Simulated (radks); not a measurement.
The numbers below are computed, except where a source is named.
Task: These are the eigenvalues of the occupied orbitals of an atom or ion with whole-number occupations (hartree). Level of theory: Dirac Kohn-Sham, PBE, spin-unpolarised, spherical densities, point nucleus (a radial shooting solver on a logarithmic mesh with Libxc functionals).

| orbital | eigenvalue |
|---|---|
| 1s1/2 | -305.0681 |
| 2s1/2 | -39.48092 |
| 2p1/2 | -34.86751 |
| 2p3/2 | -34.22543 |
| 3s1/2 | -7.26706 |
| 3p1/2 | -5.83979 |
| 3p3/2 | -5.75150 |
| 3d3/2 | -3.39682 |
| 3d5/2 | -3.38481 |

Which element is it, and in what charge state? The configuration may be excited. Open shells, if any, are shared by 2j + 1.

Result: Z = 28, nickel, charge +5: Ni5+ in [Ar] 3d5. The list shows which subshells hold electrons but not how many an open one holds; the 1s level, -305.07 hartree, gives Z - s = 24.7 by -(Z - s)^2/2, which with screening and relativity narrows Z to a few neighbours, and the depths of the outer levels then fix element, charge and occupations together.
